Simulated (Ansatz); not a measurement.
A run for Ansatz (a first-principles code): R-CCSD(T)/aug-cc-pVDZ on C3H5N (a complex).

Ansatz 0.2 input:
```yaml
crystal:
  periodic: [false, false, false]
  atoms:
    - {symbol: C, position_ang: [-0.08697632, 0.63684179, 0.22296924]}
    - {symbol: C, position_ang: [-0.22787130, -0.67842542, 0.12584609]}
    - {symbol: H, position_ang: [0.88242362, 1.11359623, 0.13936012]}
    - {symbol: H, position_ang: [-0.93663063, 1.29079765, 0.37916709]}
    - {symbol: H, position_ang: [-1.19858723, -1.15424217, 0.19865868]}
    - {symbol: H, position_ang: [0.62046729, -1.33145077, -0.04106351]}
    - {symbol: C, position_ang: [0.28375139, -0.33623757, 3.77287694]}
    - {symbol: N, position_ang: [0.42247213, -0.43631576, 4.90671018]}
    - {symbol: H, position_ang: [0.15435704, -0.24267668, 2.71300230]}
basis:
  gaussian:
    orbitals: aug-cc-pVDZ
magnetization: {spin_polarized: false}
correlation: {method: ccsd_t, electrons: outside_noble_gas}
scf: {lower_state_search: off}
```

Output:

```
WARN ansatz: RAYON_NUM_THREADS=1 ignored (pool sized by the plan → 1); use --threads N
Functional definition: HF
these checks for a lower state are left out or cut short: stability, starts, cluster_reference, orbital_swaps, neighbouring_geometries, increment
integrals: 0.33 GiB planned
1367 factors; integrals over basis functions are off by at most 9.8e-4 eV
mean field: 0.33 GiB planned
mean field evaluation 1: about -4647.8310 eV, gradient 3.7e1 eV
mean field evaluation 2: about -4647.8338 eV, gradient 3.7e1 eV
mean field evaluation 4: about -4651.2711 eV, gradient 5.4e0 eV
mean field evaluation 8: about -4651.3548 eV, gradient 2.3e-1 eV
mean field -4651.35501042 eV, -170.9341438311 hartree, gradient 2.7e-6 eV, S^2 0.000000; 0 other end points of the search recorded, 0 dependent functions left out
4 core orbitals not correlated
reference -4651.35501042 eV, -170.9341438311 hartree; 11, 11 occupied and 122, 122 virtual orbitals, 1367 factors
second order -15.78816101 eV of doubles, -0.00000000 eV of singles
coupled cluster: 0.93 GiB planned
cycle   1  -16.16182386 eV  change   -3.7e-1 eV  update   9.7e-2
cycle   2  -16.67291525 eV  change   -5.1e-1 eV  update   3.2e-2
cycle   3  -16.79075137 eV  change   -1.2e-1 eV  update   1.5e-2
cycle   4  -16.79374908 eV  change   -3.0e-3 eV  update   4.3e-3
cycle   5  -16.79724580 eV  change   -3.5e-3 eV  update   1.4e-3
cycle   6  -16.79741998 eV  change   -1.7e-4 eV  update   3.3e-4
cycle   7  -16.79749837 eV  change   -7.8e-5 eV  update   8.2e-5
cycle   8  -16.79755622 eV  change   -5.8e-5 eV  update   2.6e-5
cycle   9  -16.79756464 eV  change   -8.4e-6 eV  update   9.6e-6
perturbative correction -0.67281714 eV, -0.0247255737 hartree
Total energy: -4668.82539220 eV, -171.5761685198 hartree
Checks for a lower state left out: stability, starts, cluster_reference, orbital_swaps, neighbouring_geometries, increment
```

Self-consistency was reached.

Cost: about 10 core-seconds (a rough figure).
